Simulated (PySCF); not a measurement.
Shifts of the heteroatoms

Atoms are numbered as in `[CH2:1]=[CH:2][C@@H:3]([SiH3:4])/[C:5]([F:6])=[CH:7]\[F:8]`. Each H is labelled by its parent atom. Ha(C1) is cis to C3; Hb(C1) is trans to C3.

All values are calculated (PySCF 2.14.0 with density-fitted response routines): PBE0/pcSseg-1 with gauge-including orbitals, geometry from GFN2-xTB. Single conformer, in vacuum, non-relativistic Hamiltonian, one averaged value for each set of equivalent atoms.

Problem. Where does $^{19}$F resonate?

Solution. 
```json
{"atoms": "F6", "environment": "vinylic fluorine", "σ (ppm)": "345.2", "δ (ppm)": "-165.5"}
{"atoms": "F8", "environment": "vinylic fluorine", "σ (ppm)": "358.8", "δ (ppm)": "-177.8"}
```

Shieldings were converted by a linear fit to measured shifts: $^{19}$F: δ = 146.13 − 0.903σ +14.6 on sp3 carbon (rms 6.0 ppm, 223 shifts, 7.0 ppm with the 5 outliers that the fit left out vs CFCl3, solution or neat liquid). A few per cent of atoms miss by over 2 rms, more outside the fitted compound classes.

On a 600 MHz spectrometer $^{19}$F resonates near 564.6 MHz, so 1 ppm is 564.6 Hz.

Problem. What are the $^{29}$Si shifts?

Solution. 
```json
{"atoms": "Si4", "environment": "silicon bonded to C, 3 H", "σ (ppm)": "407.1", "δ (ppm)": "-54.6"}
```

Shieldings were converted by a linear fit to measured shifts: $^{29}$Si: δ = 279.94 − 0.822σ (rms 8.9 ppm, 72 shifts, 25.8 ppm with the 6 outliers that the fit left out vs TMS, solution or neat liquid). A few per cent of atoms miss by over 2 rms, more outside the fitted compound classes.

On a 500 MHz spectrometer $^{29}$Si resonates near 99.3 MHz, so 1 ppm is 99.3 Hz.
